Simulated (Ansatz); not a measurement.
## Cost against result

Saddle point of Si2H8SO, singlet (SiH₄SO ([OH][SiH2][SH]) + SiH₄ → Si₂H₆O ([OH][SiH2][SiH3]) + H₂S; bonds formed: Si1–Si7, S2–H6; bonds broken: Si1–S2, H6–Si7), PBE0-D4/def2-TZVP structure:

```
atom    x (Å)    y (Å)    z (Å)
 Si1   0.3599  -0.1668  -0.9818
  S2   2.0000   0.6185   0.8877
  H3  -0.9052  -0.5466  -1.6964
  H4   1.2657  -1.3324  -1.0425
  O5   0.6195   1.2605  -1.7312
  H6   0.3340  -0.0714   0.7398
 Si7  -1.3346  -0.7096   0.8697
  H8   1.4085   1.7897   1.1844
  H9   1.4144   1.7026  -1.4142
 H10  -2.3892   0.2585   0.4854
 H11  -1.1633  -0.7313   2.3462
 H12  -1.6096  -2.0718   0.3528
```

Barriers are electronic and count from the start structure reached by relaxing down the imaginary mode.

Program: Ansatz 0.2.0. Basis: as named in each row. Cores are frozen in the correlated methods. B3LYP uses VWN-RPA correlation. Extrapolation: Hartree–Fock as exp(−7.88 √X), correlation as X^−2.97.

Times are rough, for one single point on 4 threads of a shared host (Arm Neoverse V1).

The estimate by CCSD(T) at an estimated basis limit (MP2 extrapolated from triple and quadruple zeta, plus CCSD(T) − MP2 in triple zeta) is 255.8 kJ/mol.

| method | basis | time (s) | barrier (kJ/mol) | method less estimate |
| --- | --- | --- | --- | --- |
| HF | STO-3G | under 1 | 566.6 | 310.8 |
| PBE-D4 | STO-3G | under 1 | 323.2 | 67.4 |
| SPW92 | def2-SVP | under 1 | 176.0 | -79.8 |
| B3LYP-D4 | 6-31G | 1 | 258.6 | 2.8 |
| PBE-D4 | def2-SVP | 1 | 204.0 | -51.8 |
| PBE0-D4 | def2-SVP | 1 | 232.8 | -23.0 |
| SPW92 | def2-TZVPP | 2 | 171.9 | -83.9 |
| PBE-D4 | def2-TZVPP | 2 | 199.0 | -56.8 |
| BLYP-D4 | def2-TZVPP | 3 | 226.0 | -29.8 |
| B3LYP-D4 | def2-TZVPP | 4 | 246.0 | -9.8 |
| BHLYP-D4 | def2-TZVPP | 4 | 277.0 | 21.2 |
| PBE0-D4 | def2-TZVPP | 4 | 225.5 | -30.3 |
| CAM-B3LYP-D4 | def2-TZVPP | 4 | 263.7 | 7.9 |
| CCSD(T) | def2-SVP | 4 | 288.2 | 32.4 |
| r2SCAN-D4 | def2-TZVPP | 6 | 221.8 | -34.0 |
| r2SCAN0-D4 | def2-TZVPP | 6 | 239.9 | -15.9 |
| RPA on PBE | def2-TZVPP | 6 | 260.7 | 4.9 |
| wB97M-V | def2-SVP | 7 | 263.6 | 7.8 |
| B2PLYP | def2-TZVPP | 7 | 258.6 | 2.8 |
| PBE-QIDH | def2-TZVPP | 7 | 249.9 | -5.9 |
| wB97X-V | def2-TZVPP | 10 | 263.8 | 8.0 |
| B97M-V | def2-TZVPP | 11 | 236.8 | -19.0 |
| wB97M-V | def2-TZVPP | 11 | 257.8 | 2.0 |
| MP2 | def2-QZVPP | 27 | 255.3 | -0.5 |
| CCSD(T) | def2-TZVPP | 170 | 261.2 | 5.4 |

All methods are single points on the PBE0-D4 structures.

The T1 diagnostic stays at or below 0.015.

Labels in which every atom is bracketed show which atoms are joined, not bond orders.
